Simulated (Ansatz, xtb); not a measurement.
## Isomers of FH2P2Si in order of energy

7 gas-phase structures of FH2P2Si, found in a search over its isomers (lower ones may exist). Each was relaxed with GFN2-xTB; where two conformers were screened, the lower at r2SCAN-D4/def2-SVP//GFN2-xTB is listed:

A. a doublet given by its coordinates
B. `FP1[SiH2][P]1`, a doublet
C. `F[Si]1PP1`, a doublet
D. `F[SiH2]P=[P]`, a doublet
E. a doublet given by its coordinates
F. `F[Si@@H]1[P]P1`, a doublet
G. `F[Si](=[P])P`, a doublet

A (Å):

| atom | x (Å) | y (Å) | z (Å) |
| --- | --- | --- | --- |
| F | -0.0850 | 0.2580 | -0.2307 |
| P | -1.8760 | 1.3352 | -2.4357 |
| P | 1.8912 | -0.0447 | -2.7236 |
| Si | 0.0034 | 0.4819 | -1.8360 |
| H | -1.5146 | 1.3890 | -3.7794 |
| H | 2.4873 | -0.3232 | -1.4897 |

Close contacts (Å): F1–Si4 1.62, P2–Si4 2.15, P3–Si4 2.15, P2–H5 1.39, P3–H6 1.40.

E (Å):

```xyz
6

F    -1.9522   -1.1001   -2.2056
P     0.9912   -0.1366   -2.5552
P     1.8821    1.7031   -2.0932
Si   -1.0142    0.1868   -1.9483
H    -2.0096    1.0818   -1.3736
H     3.1256    1.2786   -2.5505
```

Close contacts (Å): F1–Si4 1.61, P2–P3 2.10, P2–Si4 2.12, P3–H6 1.39, Si4–H5 1.46.

Task: Make a reasoned guess at their ranking by r2SCAN-D4/def2-SVP//GFN2-xTB single-point energy.

Result: Calculated order at r2SCAN-D4/def2-SVP//GFN2-xTB: F (0.000), D (0.246), A (0.409), C (0.433), G (0.701), E (0.710), B (1.257) eV. Less than 1 kcal/mol parts A and C; G and E, so the order within those pairs means little. CCSD(T)/def2-SVP after further relaxation puts D lowest instead.

Energies above the lowest of each column, in eV; the last columns are at r2SCAN-D4/def2-SVP geometries and were run for some of them only (a dash: not run or not comparable):

```
structure  GFN2-xTB  HF/STO-3G  r2SCAN-D4/def2-SVP//GFN2-xTB  r2SCAN-D4/def2-SVP  CCSD(T)/def2-SVP
        F     0.399      0.521                         0.000               0.000             0.087
        D     0.000      0.000                         0.246               0.216             0.000
        A     0.758      0.843                         0.409               0.386                 –
        C     0.536      1.113                         0.433               0.384                 –
        G     0.729      0.954                         0.701                   –                 –
        E     0.091      1.427                         0.710                   –                 –
        B     0.739      1.240                         1.257                   –                 –
```

CCSD(T)/def2-SVP puts D lowest of those it was run on; r2SCAN-D4/def2-SVP//GFN2-xTB picks F, r2SCAN-D4/def2-SVP picks F. CCSD(T)/def2-SVP orders those it was run on as D (0.000), F (0.087) eV. Some further structures that were screened fall inside this span and aren't listed. Flexible structures stand in one conformer each, not always the lowest. Frequencies (r2SCAN-D4/def2-SVP) were run for D, F alone. Open shells are spin-unrestricted, some with notable spin contamination. Large T1 diagnostics make some coupled-cluster values less sure.

Over these structures GFN2-xTB departs from r2SCAN-D4/def2-SVP//GFN2-xTB by 0.334 eV on average once a common shift is removed. A GFN2-xTB relaxation took about 0.074 s and the r2SCAN-D4/def2-SVP//GFN2-xTB energy about 2.5 s on a shared host (Ansatz 0.2.0, xtb 6.7.1).
